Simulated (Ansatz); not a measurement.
Program: Ansatz. Geometries: PBE0-D4/def2-TZVP. ΔE: electronic, gas phase. CCSD(T)/CBS adds triple-zeta CCSD(T) − MP2 to the extrapolated MP2 energy (def2 sets, frozen cores). Functionals use def2-TZVPP.

Reaction (isomerisation): `C#C[SiH](C)Cl` → `ClC1=CC[SiH2]1`

```tsv
level	ΔE (eV)
PBE	1.18
revPBE	1.27
BHLYP	1.55
HF/def2-SVP	1.70
HF/def2-TZVPP	1.78
SCS-MP2/def2-QZVPP	1.63
MP2/CBS(def2)	1.61
CCSD/CBS(def2)	1.58
```

(1) What does CCSD(T)/CBS give? (Estimate.)

Largest T1 diagnostic among the species: 0.012.

Answers

(1) The calculation gave: +1.54 eV. The listed levels differ from it by -0.36, -0.27, 0.01, 0.16, 0.24, 0.09, 0.07, 0.04 eV.

Leaving LDA and LC-ωPBE aside and taking each functional with its dispersion term where it has one, the values, not all of them listed here, spread over 0.41 eV, from PBE-D4 to B2PLYP. LDA lies −0.30 eV from PBE without D4. In def2-TZVPP, CCSD(T) changes the Hartree–Fock value by −0.27 eV (the triples alone add −0.04 eV) and MP2 by −0.20 eV. At CCSD(T), def2-SVP lies −0.18 eV from the extrapolated value and def2-TZVPP −0.03 eV.
